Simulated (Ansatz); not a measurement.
A nudged elastic band was laid between two geometries of F2H2O2Zr + H2 (9 atoms, charge 0, multiplicity 1).

The calculation used RKS PBE-D4/def2-SVP in Ansatz 0.2.0.

* movable images: 7
* climbing image: yes
* spring: 5.0 eV/Å²
* optimiser: quadratic models (default)
* start path: through a guess of the saddle point
* force threshold: 0.05 eV/Å
* iteration limit: 60
* end points: relaxed

Initial state:

```xyz
9
Properties=species:S:1:pos:R:3
Zr -0.256 0.058 -0.002
O -0.436 0.036 1.916
H -0.621 0.139 2.859
F 1.578 0.393 -0.489
O -1.336 1.451 -0.763
H -1.910 2.176 -1.041
F -0.844 -1.622 -0.740
H 1.650 -2.389 1.187
H 1.260 -1.980 1.709
```

Final state:

```xyz
9
Properties=species:S:1:pos:R:3
Zr 0.208 -0.444 -0.255
O 0.446 0.048 2.061
H -0.417 0.504 2.181
F 1.939 0.334 -0.551
O -1.328 0.689 0.255
H -2.025 1.130 -0.259
F -0.351 -1.086 -1.974
H 0.243 -2.110 0.635
H 0.370 -0.800 2.543
```

(1) Which bonds break or form, and what moves?

(2) Give the energies along the band, and the barrier.

(3) What is the geometry of the highest image?

(4) What are the harmonic wavenumbers there?

Answers

(1) Bonds broken: H8–H9. Bonds formed: Zr1–H8, O2–H9. F2H2O2Zr + H2 becomes F2H4O2Zr.

(2) The run converged. The highest image is number 6 of 0 to 8, 26.4 kcal/mol above the first end and 5.1 kcal/mol above the last; the last end lies 21.3 kcal/mol above the first. A vibrational analysis at the climbing image gives one clearly imaginary mode, 778i cm⁻¹: a first-order saddle point. The orbitals stay closed-shell, which can raise the energy where a bond breaks towards radicals; this wasn't checked here.

| image | path coordinate (Å) | energy (kcal/mol) | H8–H9 (Å) | Zr1–H8 (Å) | O2–H9 (Å) |
| --- | --- | --- | --- | --- | --- |
| 0 | 0.00 | 0.0 | 0.77 | 3.32 | 2.64 |
| 1 | 0.95 | 0.0 | 0.77 | 3.19 | 3.32 |
| 2 | 1.90 | 0.4 | 0.77 | 3.48 | 3.09 |
| 3 | 2.85 | 0.6 | 0.77 | 3.62 | 2.80 |
| 4 | 3.80 | 2.0 | 0.77 | 3.20 | 2.43 |
| 5 | 4.74 | 8.8 | 0.78 | 2.56 | 1.99 |
| 6 | 5.68 | 26.4 | 1.07 | 2.05 | 1.21 |
| 7 | 6.49 | 22.1 | 1.73 | 1.92 | 0.99 |
| 8 | 7.30 | 21.3 | 2.32 | 1.89 | 0.98 |

(3) 
```xyz
9
Properties=species:S:1:pos:R:3:forces:R:3
Zr 0.173 -0.254 -0.086 -0.01 0.00 0.01
O 0.574 -0.082 2.069 0.00 0.00 0.00
H -0.053 0.351 2.680 0.00 0.00 0.00
F 1.806 0.602 -0.609 0.00 0.00 0.00
O -1.388 0.861 -0.158 0.00 -0.01 -0.02
H -2.077 1.391 -0.585 0.00 0.00 0.01
F -0.036 -1.478 -1.555 0.00 0.00 0.00
H -0.097 -1.930 1.072 0.00 -0.01 0.00
H 0.181 -1.198 1.808 -0.01 0.01 -0.01
```

(4) 778i, 56, 149, 160, 174, 193, 222, 251, 329, 430, 522, 575, 660, 679, 730, 1018, 1369, 1622, 1787, 3722, 3843 cm⁻¹.

Run time: 5.8 min on 2 threads of Arm Neoverse V2, on a shared host, peak memory 0.15 GiB.
